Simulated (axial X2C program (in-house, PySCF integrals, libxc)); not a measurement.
Bond lengths and stretching modes, held linear, of NCoN

Calculated with an in-house all-electron X2C program for linear molecules (integrals from PySCF): two-component X2C with atomic mean-field Coulomb and Gaunt terms, Gaussian nuclei, basis N dyall-av3z, Co dyall-v3z with contracted cores. Spin-free rows use the one-electron spin-free X2C Hamiltonian.

Masses N 14.003, Co 58.933, N 14.003 u. States: spin-free M_S = 1/2, Λ = 0 (beyond evenly filled blocks: σβ, π+α, π-α).

MP2, spin-free: energies above the lowest point

| r(N–Co) (Å) | r(Co–N) (Å) | E (meV) |
| --- | --- | --- |
| 1.6936 | 1.6936 | 349.74 |
| 1.6936 | 1.7370 | 248.82 |
| 1.6936 | 1.7804 | 189.47 |
| 1.7370 | 1.6936 | 248.82 |
| 1.7370 | 1.7370 | 150.93 |
| 1.7370 | 1.7804 | 94.05 |
| 1.7370 | 1.8239 | 72.10 |
| 1.7804 | 1.6936 | 189.47 |
| 1.7804 | 1.7370 | 94.05 |
| 1.7804 | 1.7804 | 39.19 |
| 1.8239 | 1.7370 | 72.10 |
| 1.8239 | 1.8239 | 0.00 |

Question: Fit a quadratic surface with cubic terms in each bond: where is the minimum, and what are the two stretching wavenumbers?

Answer: At MP2, spin-free: bonds 1.828 and 1.828 Å; harmonic stretches 560.9 and 633.6 cm⁻¹; force constants 2.42, 2.42 and coupling 0.18 mdyn/Å.

The other levels and Hamiltonians give:

```tsv
Hamiltonian	level	r(N–Co) (Å)	r(Co–N) (Å)	lower stretch (cm⁻¹)	upper stretch (cm⁻¹)
spin-free	HF	1.947	1.947	397.2	435.5
```

Each state is one determinant, the lowest of a limited PBE0 search; the stretches come from a fit to these few points and carry an uncertainty of a few per cent. Other orders of the atoms were not compared. Left out for rough or failed fits: PBE0 2c, HF 2c, r2SCAN 2c, MP2 2c, PBE0 spin-free, r2SCAN spin-free. The levels spread by more than a fifth, so the stretches depend strongly on the method. MP2 freezes inner shells (threshold -2 hartree). The molecule was held linear; bending was not examined, so a bent shape may lie lower. Note: several unpaired electrons, one determinant need not be a pure state.
